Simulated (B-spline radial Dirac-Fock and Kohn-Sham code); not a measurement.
## Tb³⁺ 3s: cross section and angular parameters

System: Tb³⁺, [Xe] 4f8; threshold 1972.3 eV (orbital energy of the model). The computed values come from a radial B-spline solver: Dirac-Hartree-Slater photoionisation with a Latter tail; cross sections with all multipoles, angular parameters from the dipole term and its interference with E2.

The run's input, task.json:

```json
{"items": [{
  "Z": 65,
  "q": 3,
  "cfg": [[1, 0, 2], [2, 0, 2], [2, 1, 6], [3, 0, 2], [3, 1, 6], [3, 2, 10], [4, 0, 2], [4, 1, 6], [4, 2, 10], [4, 3, 8], [5, 0, 2], [5, 1, 6]],
  "A": 159,
  "rrms": 5.06,
  "do": "xps",
  "hv": [85.1, 99.6, 116.0, 126.0, 129.0, 198.0, 200, 258.0, 269.0, 300, 591.0, 637.0, 766.0, 841.0, 1000, 1253.6, 2000, 2720.0, 2984.4, 3560.0, 4490.0, 4760.0, 5414.7, 5520.0, 7070.0, 7530.0, 8047.8, 9000.0, 10300.0, 12500.0]
}]}
```

Run with: `python xray2_run.py task.json out`

```
hν (eV)  σ (kb)      β       γ
   2000    40.8  1.947   1.230
   2720    26.5  1.960   0.591
 2984.4    23.1  1.962   0.461
   3560    17.5  1.966   0.253
   4490    11.9  1.969   0.045
   4760    10.8  1.970   0.004
 5414.7    8.57  1.972  -0.069
   5520    8.27  1.972  -0.078
   7070    5.25  1.974  -0.141
   7530    4.67  1.974  -0.143
 8047.8       ?      ?       ?
   9000    3.33  1.975  -0.111
  10300    2.55  1.975  -0.049
  12500    1.72  1.976   0.096
```

Task: Give the values at Cu Kα (8047.8 eV).

Result: σ = 4.12 kb, β = 1.974, γ = -0.137. For an s subshell δ is negligible.
